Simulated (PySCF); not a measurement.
# Diatomic cations of Br with the fourth-period p block

HF with double-zeta basis sets in PySCF, for the lowest determinant that a PBE0 search found; no spin–orbit coupling. De refers to high-spin ground-configuration atoms (the charge goes to the atom of lower measured ionisation energy or higher electron affinity, which is not always the lowest computed limit). A positive dipole points towards Br; it is taken about the centre of mass and depends on that origin.

```
 M       basis  reference  charged atom  state (unpaired electrons)  Re (Å)  ωe (cm⁻¹)  De (eV)  μ (D)
Ga  cc-pVDZ-PP        UHF           Ga+               doublet (σ ↑)   2.270        253    -0.01  -5.19
Ge     pcseg-1        RHF           Ge+      singlet (closed shell)   2.228        372     2.63  -4.22
Se  x2c-SVPall        UHF           Se+              triplet (π ↑↑)   2.194        357     0.86  -2.35
```

The shortest bond is that of SeBr⁺ (2.194 Å), the longest that of GaBr⁺ (2.270 Å). GeBr⁺ is bound most strongly (2.63 eV) and GaBr⁺ least (-0.01 eV).

The rows differ in basis set, which adds steps of its own.

The state changes along the series, so neighbouring rows are not always alike in their bonding.

Spin–orbit coupling is left out. For an ion De counts to the pair picked by the measured ionisation energies or electron affinities, which need not be the lowest pair at this level. Where the molecule has an RHF reference, its open-shell atoms are computed with UHF. Hartree–Fock leaves out correlation, which carries a large part of most bond energies and some tenths to 1 eV of ionisation energies. A negative De means that the minimum lies above the separated atoms at that level. States were picked by a PBE0 search and need not be the measured ground states.
